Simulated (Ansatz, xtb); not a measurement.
Relative energy of two isomers of H8N2SSi2

Structure a: `N[SiH2]N[SiH2]S`, a singlet. Structure b: `N[SiH2]N([SiH3])S`, a singlet. Both are isolated molecules in the gas phase, relaxed with B3LYP-D3(BJ)/def2-SVP; each stands in its lowest conformer found.

a (Å):

```xyz
13

N    -2.1575   -1.2839    0.4282
N     0.3762   -0.3248   -0.4106
S     1.0413   -0.0743   -3.5979
Si   -0.9987   -0.0164    0.6200
Si    1.1665    0.6894   -1.5749
H    -2.6226   -1.4589   -0.4569
H    -2.7283   -1.5788    1.2137
H    -1.4345    1.3614    0.2416
H    -0.6775   -0.0360    2.0773
H     0.7291   -1.2809   -0.3607
H     2.6386    0.7671   -1.3653
H     0.5443    2.0342   -1.4630
H    -0.3108   -0.0306   -3.6536
```

b (Å):

```xyz
13

N     1.6565   -1.8271   -0.4257
N    -1.1573   -1.1758    0.2020
S    -1.0028    0.5576    0.2141
Si   -0.0064   -2.0184   -0.8419
Si   -2.3794   -1.8216    1.2863
H     2.0379   -2.2051    0.4359
H     2.1698   -1.0061   -0.7294
H    -0.1425   -1.4909   -2.2244
H    -0.3802   -3.4537   -0.7256
H    -2.4060   -3.3010    1.1050
H    -3.7227   -1.2512    0.9841
H    -2.0514   -1.5062    2.7097
H    -0.0663    0.6879    1.1962
```

Quicker runs give these differences E(b) − E(a): GFN2-xTB +26.4 kcal/mol; HF/STO-3G +27.5 kcal/mol (at GFN2-xTB geometries); r2SCAN-D4/def2-SVP +38.7 kcal/mol (at GFN2-xTB geometries).

Q: Estimate E(b) − E(a) at the level CCSD(T)/def2-SVP + ΔMP2/def2-TZVPP.

A: Calculated at CCSD(T)/def2-SVP + ΔMP2/def2-TZVPP: E(b) − E(a) = +38.7 kcal/mol, so structure a lies lower.

How the difference moves with the method:

```
                             level               geometry  E(b) − E(a) (kcal/mol)  departure from the last row (kcal/mol)  job, with rough time for the two
                          GFN2-xTB               GFN2-xTB                     +26.4                                   −12.4              optimisation, 0.26 s
                         HF/STO-3G               GFN2-xTB                     +27.5                                   −11.3              single point, 0.36 s
                r2SCAN-D4/def2-SVP               GFN2-xTB                     +38.7                                    −0.1               single point, 2.7 s
             B3LYP-D3(BJ)/def2-SVP  B3LYP-D3(BJ)/def2-SVP                     +37.0                                    −1.8                optimisation, 65 s
                       HF/def2-SVP  B3LYP-D3(BJ)/def2-SVP                     +40.6                                    +1.8           part of the CCSD(T) run
                      MP2/def2-SVP  B3LYP-D3(BJ)/def2-SVP                     +38.5                                    −0.2           part of the CCSD(T) run
                  CCSD(T)/def2-SVP  B3LYP-D3(BJ)/def2-SVP                     +36.9                                    −1.9                      single point
CCSD(T)/def2-SVP + ΔMP2/def2-TZVPP  B3LYP-D3(BJ)/def2-SVP                     +38.7                                                        single point, 28 s
```

As drawn, b has 1 N–S, 1 Si–H in place of 1 S–Si, 1 N–H.

None of the levels shown reverses the order. The largest departure from CCSD(T)/def2-SVP + ΔMP2/def2-TZVPP is that of GFN2-xTB, 12.4 kcal/mol. The last row adds to CCSD(T) the change of the MP2 difference between the two basis sets, here +1.9 kcal/mol.

With thermal terms from frequencies at re-optimised GFN2-xTB minima (ideal gas, soft modes damped towards free rotors, one conformer each, 298.15 K, 1 atm): the zero-point term adds −2.4 kcal/mol; ΔH is +36.5 and ΔG +36.4 kcal/mol.

The correlated steps freeze 17 core orbitals. Codes used: Ansatz 0.2.0, xtb 6.7.1; the last row on 2 threads of Intel(R) Xeon(R) 6975P-C (Granite Rapids) on a shared host.
